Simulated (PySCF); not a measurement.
Calculation: PBE-D3(BJ)/def2-TZVP // PBE-D3(BJ)/def2-SVP run with PySCF 2.14.0. Gas-phase values, no solvent. 

Reference species: [Hf(F)3(Cl)] (neutral, multiplicity 1).

* **HOMO**: -8.57 eV
* **coordination number**: 4

Changed species: [Hf(F)4] (Y = F; the reference has Y = Cl).

Q: What does the change do to the HOMO and coordination number?

A: the HOMO drops by 1.52 eV, to -10.09 eV; the coordination number is nearly the same.
